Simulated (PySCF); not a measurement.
**InAs at UHF-CCSD(T)**

Level: UHF-CCSD(T). basis In def2-TZVPPD with ECP28, As def2-TZVPPD; scalar-relativistic core potentials; PySCF 2.14.

```json
{"state": "³Σ⁻ (triplet), unpaired electrons π ↑↑", "bond length": "2.732 Å", "harmonic wavenumber": "181 cm⁻¹", "force constant": "0.872 mdyn/Å", "rotational constant Be": "0.04982 cm⁻¹", "anharmonicity ωexe": "0.482 cm⁻¹", "vibration–rotation constant αe": "0.000188 cm⁻¹", "well depth De to In + As": "38.9 kcal/mol", "dissociation energy D0": "38.6 kcal/mol"}
```

Correlated steps freeze 13 core orbitals. Spin–orbit coupling is left out, which matters for elements this heavy, above all for dissociation energies. The state was picked by a PBE0 search and need not be the measured ground state.
